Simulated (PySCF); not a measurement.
# Ru²⁺: interval between two levels

Ru²⁺ [Kr] 4d6 [5D4, M_J = 4] → Ru²⁺ [Kr] 4d5 5s1 [7S3, M_J = 3], as a difference of total energies. Computed with PySCF 2.14 in x2c-SVPall-2c with one added diffuse shell each of s, p, d type (7s9p7d1f, 76 functions), with the two-component X2C-1e Hamiltonian. Correlated levels: [Ar] 3d10 frozen; the 6 highest virtual spinors dropped. "Screened" scales the spin-orbit matrix elements by Boettger's factors to mimic the two-electron term; Breit and QED terms are absent.

| method | interval between two levels (cm⁻¹) |
| --- | --- |
| GHF (spin-free) | 22104 |
| GMP2 (spin-free) | 24953 |
| GHF (screened spin-orbit) | 23112 |
| GMP2 (screened spin-orbit) | 26049 |

The labels give the starting determinants; with spin-orbit coupling the two ends relaxed to ⟨J²⟩ = 20.01, ⟨L²⟩ = 6.08, ⟨S²⟩ = 5.97 and ⟨J²⟩ = 12.00, ⟨L²⟩ = 0.02, ⟨S²⟩ = 11.98.
